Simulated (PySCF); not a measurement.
Ge(F)3(SH) (F₃GeHS), SMILES [SH][Ge]([F])([F])[F]. Atoms are numbered in the order given.

```xyz
6

F     -0.8823    -1.1394    -1.1357
Ge    -0.2460     0.0427    -0.0579
F     -0.4725     1.5395    -0.8778
F     -1.2638     0.0635     1.3262
S      1.8241    -0.3303     0.5484
H      2.2550    -0.2539    -0.7347
```
Charge 0, spin multiplicity 1.

Coordinates come from a B3LYP-D3(BJ)/def2-SVP optimisation. The structure was generated by enumeration, and PubChem lists no compound with its InChIKey, so it may never have been made. The values are those of a single conformer.

The numbers are results of PySCF with TDA-CAM-B3LYP/def2-SVPD, not measurements.

Vertical excitations. Gas-phase values at a fixed geometry.

Q: Estimate the UV-visible absorptions. (Estimate from the structure and the level; the computed values follow.)

A: 
```json
[
 {"state": "S1", "energy (eV)": "5.53", "λ (nm)": "224", "f": "0.013", "main pairs": "HOMO→LUMO 88 %"},
 {"state": "S2", "energy (eV)": "6.61", "λ (nm)": "188", "f": "0.016", "main pairs": "HOMO→LUMO+1 88 %"},
 {"state": "S3", "energy (eV)": "7.86", "λ (nm)": "158", "f": "0.002", "main pairs": "HOMO→LUMO+2 66 %, HOMO→LUMO+3 19 %, HOMO→LUMO+5 11 %"},
 {"state": "S4", "energy (eV)": "7.95", "λ (nm)": "156", "f": "0.119", "main pairs": "HOMO−1→LUMO 61 %, HOMO→LUMO+4 29 %"},
 {"state": "S5", "energy (eV)": "8.76", "λ (nm)": "142", "f": "0.020", "main pairs": "HOMO→LUMO+3 63 %, HOMO→LUMO+2 24 %"},
 {"state": "S6", "energy (eV)": "8.76", "λ (nm)": "141", "f": "0.189", "main pairs": "HOMO−1→LUMO+1 53 %, HOMO−1→LUMO 16 %, HOMO→LUMO+6 12 %, HOMO→LUMO+4 11 %"},
 {"state": "S7", "energy (eV)": "8.87", "λ (nm)": "140", "f": "0.001", "main pairs": "HOMO−2→LUMO 91 %"},
 {"state": "S8", "energy (eV)": "9.04", "λ (nm)": "137", "f": "0.003", "main pairs": "HOMO−3→LUMO 82 %"},
 {"state": "S9", "energy (eV)": "9.09", "λ (nm)": "136", "f": "0.034", "main pairs": "HOMO→LUMO+5 84 %"},
 {"state": "S10", "energy (eV)": "9.11", "λ (nm)": "136", "f": "0.007", "main pairs": "HOMO−4→LUMO 81 %"},
 {"state": "T1", "energy (eV)": "4.97", "λ (nm)": "249", "f": "0", "main pairs": "HOMO→LUMO 89 %"},
 {"state": "T2", "energy (eV)": "6.04", "λ (nm)": "205", "f": "0", "main pairs": "HOMO→LUMO+1 87 %"},
 {"state": "T3", "energy (eV)": "6.68", "λ (nm)": "186", "f": "0", "main pairs": "HOMO−1→LUMO 84 %"},
 {"state": "T4", "energy (eV)": "7.69", "λ (nm)": "161", "f": "0", "main pairs": "HOMO→LUMO+2 64 %, HOMO→LUMO+3 20 %, HOMO→LUMO+5 12 %"}
]
```
Triplets are in the Tamm–Dancoff approximation.
